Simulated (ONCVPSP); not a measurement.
Varying the ONCV potential for tin (Sn)

Base potential:

```
Element                 : tin
Generator               : ONCVPSP 4.0.1
Type                    : optimised norm-conserving Vanderbilt (ONCV)
Functional              : PBEsol
Relativity              : fully relativistic
Frozen core             : [Ar] 3d10
Valence charge          : 22
Reference configuration : 4s2 4p6 4d10 5s2 5p1.75 (charge +0.25)
Partial waves           : 4s+5s: rc 1.20 bohr, ncon 4, nbas 8, qcut 8.2 1/bohr, 3 projectors, debl 0.5 Ha; 4p+5p: rc 1.25 bohr, ncon 3, nbas 6, qcut 10.7 1/bohr, 2 projectors; 4d: rc 1.00 bohr, ncon 4, nbas 8, qcut 8.8 1/bohr, 1 projector
Local potential         : polynomial inside 0.65 bohr (lpopt 5, dvloc0 6 Ha)
Core correction         : polynomial model core, fcfact 0.25
```

Open shells are filled in proportion to 2j + 1.

Cutoffs, loose and tight: the cutoffs (Ha) at which the residual kinetic energy of the hardest occupied pseudo-wave falls to 1 and 0.1 mHa per electron. They do not see the model core or the augmentation charge, which bear on the density cutoff. Test errors are all-electron minus pseudo excitation energies from the reference, over the configurations 4s2 4p6 4d10 5s2 5p2; 4s2 4p6 4d10 5s2 5p1; 4s2 4p6 4d10 5s2 5p0; 4s1 4p6 4d10 5s2 5p2. A dash means not determined; rows that change the core or the reference have their own tests.

A true bound ghost makes a file unfit for plane-wave use even where its test errors are small: the radial tests pick states by their node count and pass the ghost by.

```tsv
change	outcome	cutoff, loose	cutoff, tight	bound ghosts	GHOST(+) flags above zero	largest test error (meV)
base	generated	63 Ha	208 Ha	s	s	-131
core correction Teter function, fcfact 4, rcfact 1.35	generated	63 Ha	208 Ha	s	s	-127
s: rc 1.46	generated	63 Ha	208 Ha	none	s	-373
local potential polynomial inside 0.65 bohr (lpopt 5, dvloc0 7.5 Ha)	generated	63 Ha	208 Ha	s	s	-132
d: qcut 11.2	generated	47 Ha	106 Ha	s	s	-122
reference 4s2 4p6 4d10 5s2; wave 4p+5p: rc 1.25 bohr, ncon 3, nbas 6, qcut 10.7 1/bohr, 2 projectors becomes 4p: rc 1.25 bohr, ncon 3, nbas 6, qcut 10.7 1/bohr, 2 projectors, debl 3 Ha	generated, projector energies reset by the program	63 Ha	208 Ha	none	s	-0.8
core correction polynomial model core, fcfact 1.22	generated	63 Ha	208 Ha	s	s	-133
```

Question: What comes out with this change to the base: s: rc 1.74?

Answer: outcome: generated; cutoff, loose: 63 Ha; cutoff, tight: 208 Ha; bound ghosts: none; GHOST(+) flags above zero: s; largest test error (meV): -653.

Question: What comes out with this change to the base: s: qcut 11.2; p: qcut 14.6; d: qcut 12?

Answer: outcome: generated; cutoff, loose: 53 Ha; cutoff, tight: 62 Ha; bound ghosts: none; GHOST(+) flags above zero: s; largest test error (meV): -21.
